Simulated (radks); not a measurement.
Results of a calculation; reference values are marked as such.
Q: Ionisation ladder of antimony, from Sb to Sb21+. Each ion is in the ground configuration listed by NIST, and IE = E(next ion) - E(this ion). Code: a radial shooting solver on a logarithmic mesh with Libxc functionals. Model: scalar-relativistic Kohn-Sham, PBE, spin-polarised, spherical densities, finite nucleus; open shells are filled with parallel spins first (spin-orbit coupling, left out, can overturn this in heavy ions); Fermi nuclear charge, rms radius 4.6802 fm.

species      configuration  IE, Delta-SCF (eV)  -e(HOMO) (eV)     HOMO  <r> HOMO (bohr)
Sb       [Kr] 4d10 5s2 5p3               8.968          5.467    5p up             2.88
Sb+      [Kr] 4d10 5s2 5p2              16.518         12.625    5p up             2.65
Sb2+     [Kr] 4d10 5s2 5p1              24.651         20.514    5p up             2.49
Sb3+         [Kr] 4d10 5s2                   ?         38.905       5s             2.02
Sb4+         [Kr] 4d10 5s1              55.722         50.362    5s up             1.95
Sb5+             [Kr] 4d10                   ?         89.673       4d             1.00
Sb6+              [Kr] 4d9              119.97         109.65  4d down            0.975
Sb7+              [Kr] 4d8              141.19         130.48  4d down            0.951
Sb8+              [Kr] 4d7              163.14         152.08  4d down            0.930
Sb9+              [Kr] 4d6              185.73         174.37  4d down            0.909
Sb10+             [Kr] 4d5              215.82         203.73    4d up            0.886
Sb11+             [Kr] 4d4              240.55         228.14    4d up            0.869
Sb12+             [Kr] 4d3                   ?         253.19    4d up            0.852
Sb13+             [Kr] 4d2              291.83         278.84    4d up            0.837
Sb14+             [Kr] 4d1              318.27         305.04    4d up            0.822
Sb15+                 [Kr]              423.88         409.84       4p            0.762
Sb16+    [Ar] 3d10 4s2 4p5              452.28         438.22  4p down            0.753
Sb17+    [Ar] 3d10 4s2 4p4              480.59         466.62  4p down            0.745
Sb18+    [Ar] 3d10 4s2 4p3                   ?         503.15    4p up            0.735
Sb19+    [Ar] 3d10 4s2 4p2              547.84         533.06    4p up            0.727
Sb20+    [Ar] 3d10 4s2 4p1              577.57         562.92    4p up            0.720
Sb21+        [Ar] 3d10 4s2              662.66         647.52       4s            0.691

Estimate the withheld Delta-SCF values.

A: Sb3+: 43.993 eV (NIST 43.80); Sb5+: 99.563 eV (NIST 99.51); Sb12+: 265.91 eV (NIST 265); Sb18+: 517.94 eV (NIST 510).
